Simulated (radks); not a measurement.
The numbers below are computed, except where a source is named.
Species: the tantalum ion Ta+. Configuration: [Xe] 4f14 5d3 7s1 (not the ground configuration).

Code: a radial shooting solver on a logarithmic mesh with Libxc functionals. Model: scalar-relativistic Kohn-Sham, PBEsol, spin-unpolarised, spherical densities, finite nucleus; Fermi nuclear charge, rms radius 5.3507 fm.

Energy parts (eV):
part                       energy
total                  -424416.12
kinetic                 466117.55
electron-nucleus      -1047392.21
Hartree                 165297.44
exchange-correlation     -8438.90

Orbitals (lengths in bohr, moments of r in powers of bohr; <r^-3> diverges for s and p1/2; r(90%) holds 90 % of the orbital's charge):
orbital  occ.  eigenvalue (eV)      <r^2>  <r^-3>       <r^4>  r(90%)
1s          2        -67332.62  0.0004791       -   6.212e-07  0.0340
2s          2        -11578.65   0.007380       -  0.00009395   0.122
2p          6        -10151.98   0.006085   18730  0.00007330   0.115
3s          2        -2660.786    0.04799       -    0.003469   0.300
3p          6        -2236.266    0.04868    4155    0.003717   0.306
3d         10        -1739.932    0.04040   537.3    0.002877   0.288
4s          2        -550.9379     0.2378       -     0.08214   0.659
4p          6        -411.6112     0.2708   960.0      0.1095   0.709
4d         10        -233.0886     0.3174   105.7      0.1634   0.785
5s          2         -84.0401      1.362       -       2.745    1.58
5p          6         -50.4728      1.893   132.7       5.549    1.89
4f         14         -35.7788     0.5204   17.28      0.6822    1.07
6s          0         -14.1309      9.715       -       143.5    4.27
5d          3         -13.9071      4.729   6.460       41.41    3.12
6p          0          -8.5206      17.28   12.90       467.0    5.79
7s          1          -4.9388      50.58       -        3490    9.42
6d          0          -3.8180      50.40  0.5267        3638    9.59

The highest occupied level is 7s at -4.939 eV. The configuration is held as typed, so some empty levels lie below it. Summed over all electrons, <r^2> = 92.26 bohr^2, which gives a Langevin (diamagnetic) susceptibility term of -73.1 x 10^-6 cm^3/mol. The density falls to 0.001 e/bohr^3 at r = 3.79 bohr. The electron density at the nucleus is 1.393e+06 e/bohr^3 (large components only).
